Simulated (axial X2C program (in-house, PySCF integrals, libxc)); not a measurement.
Testing model relations on TlCl

A bond curve at the CCSD(T) level, two-component, was computed with an in-house relativistic program for diatomic molecules (basis Tl dyall-cv3z [12s14p10d7f1g], Cl dyall-av3z [9s8p3d2f] (cores contracted in-house)) for the state Ω = 0 (closed shell). Its fit gives Re = 2.5118 Å, ωe = 277.0 cm⁻¹, ωexe = 0.819 cm⁻¹ and αe = 3.898e-04 cm⁻¹; the masses are 204.9744 and 34.9689 u. Two-component means X2C with spin–orbit coupling and atomic mean-field Coulomb and Gaunt terms.

Correlated methods: 20 electrons correlated (number of frozen shells: Tl 5 s, 4 p, 2 d, 1 f; Cl 2 s, 1 p), 272 virtual spin orbitals or spinors in MP2, 140 natural virtuals in coupled cluster.

Task: Find the reduced mass, Be and the force constant.

Result: From the CCSD(T) values: μ = 29.8726 u. Be = 16.8576/(μ Re²) = 0.08944 cm⁻¹. k = 5.8918×10⁻⁷ μ ωe² = 1.35 mdyn/Å.

Task: Give B0, the J = 1←0 line in GHz and the most populated J at 300 K (kT = 208.5 cm⁻¹).

Result: B0 = Be − αe/2 = 0.08925 cm⁻¹; 2B0 = 5.351 GHz; J(max) ≈ √(kT/2B0) − 1/2 = 33.7, so J = 34.

Task: Estimate De from a Morse curve and compare with the computed well depth of 3.709 eV to Tl + Cl.

Result: De(Morse) = ωe²/(4ωexe) = 2.904 eV against 3.709 eV computed, a ratio of 0.78. The extrapolation falls short: long-range attraction (ionic or ion–induced dipole) or a change of character along the curve can cause this.

Task: A Morse curve ties αe to the other constants (Pekeris). How well does that hold?

Result: αe(Morse) = 6Be²/ωe × (√(ωexe/Be) − 1) = 3.511e-04 cm⁻¹; the CCSD(T) curve gives 3.898e-04 cm⁻¹, a ratio of 0.90.

Task: Estimate the centrifugal constant by the Kratzer relation.

Result: D = 4Be³/ωe² = 3.73e-08 cm⁻¹.

The state is one determinant whose occupation by symmetry is held fixed; it was picked as the lowest of a PBE0 search that is not exhaustive. De is counted from the lowest determinant-based energies of the atoms at the same level, without counterpoise correction. Coupled cluster ran in a truncated set of natural virtual spinors; the MP2 energy of the rest was added. (T) has no such correction and the atoms are truncated less, which lowers De at CCSD(T) by a hundredth of an eV or more.
